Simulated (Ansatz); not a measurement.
Reaction (substitution at a C–Si bond): `CC[Si]CC` + `[OH][SbH][SiH3]` → `CC[O][SbH][SiH3]` + `CC[SiH]`

Program: Ansatz. Geometries: PBE0-D4/def2-TZVP. ΔE: electronic, gas phase. CCSD(T)/CBS adds triple-zeta CCSD(T) − MP2 to the extrapolated MP2 energy (def2 sets, frozen cores). DFT in def2-TZVPP. def2 core potentials past Kr. For Sb outer-core shells are correlated without core-valence functions, which leaves a few kJ/mol of doubt a bond. One conformer a species, not always the lowest.

| level | ΔE (kJ/mol) |
| --- | --- |
| r2SCAN-D4 | 71.0 |
| B2PLYP | 64.1 |
| PBE | 68.0 |
| CCSD(T)/def2-TZVPP | 66.7 |

Task: What does CCSD(T)/CBS give? (Best estimate.)

Result: The calculation gave: +71.1 kJ/mol. The listed levels differ from it by -0.1, -7.0, -3.1, -4.4 kJ/mol.

Largest T1 diagnostic among the species: 0.014.

The D4 term adds +5.0 kJ/mol with B3LYP and +2.6 kJ/mol with PBE0; it sums over pairs of atoms, weighted by their polarisabilities, and B3LYP, whose exchange is more repulsive, gets the larger term. In def2-TZVPP, CCSD(T) changes the Hartree–Fock value by +18.8 kJ/mol (the triples alone add +2.3 kJ/mol) and MP2 by +26.4 kJ/mol.

B3LYP here is the variant with VWN-RPA as its local correlation; programs differ in this.
